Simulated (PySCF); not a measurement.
States of one metal complex from SC-NEVPT2 in the d shell, PySCF, above the ground state:

| 2S+1 | degeneracy | energy / cm⁻¹ | f (electric dipole) |
| --- | --- | --- | --- |
| 4 | 1 | 0 | – |
| 4 | 1 | 643 | 4.5e-10 |
| 4 | 1 | 865 | 7.1e-09 |
| 4 | 1 | 8474 | 6.7e-09 |
| 4 | 1 | 8686 | 1.8e-08 |
| 4 | 1 | 8749 | 4.6e-08 |
| 2 | 1 | 11605 | – |
| 2 | 1 | 11751 | – |
| 4 | 1 | 17933 | 3.3e-08 |
| 2 | 1 | 18755 | – |
| 2 | 1 | 19045 | – |
| 2 | 1 | 19143 | – |

Question: Which of these complexes, all computed at model or optimised geometries, gave the data?
A. [VI4]2- (d3, tetrahedral)
B. Co(SH)2 (d7, linear)
C. [Co(H2O)6]2+ (d7, octahedral)
D. [MnF6]2- (d3, octahedral)

Answer: C. [Co(H2O)6]2+ (d7, octahedral) has 4T1g-like, then 4T1g-like at 643, 4T1g-like at 865 cm⁻¹ (NEVPT2). The others: [MnF6]2- (d3, octahedral) has 4A2g, then 2Eg at 19368, 2T1g at 20397 cm⁻¹ (NEVPT2); [VI4]2- (d3, tetrahedral) has 4T1, then 4T2 at 2452, 4A2 at 5327 cm⁻¹ (NEVPT2); Co(SH)2 (d7, linear) has 4Ag, then 4Bg at 89, 4Bg at 1881 cm⁻¹ (NEVPT2).

On [Co(H2O)6]2+: NEVPT2 lifts 4T2g-like from 6922 to 8686 cm⁻¹; on the d shell alone it tends to overshoot states that fill the eg-type orbitals. The geometry optimisation stopped short of its thresholds.
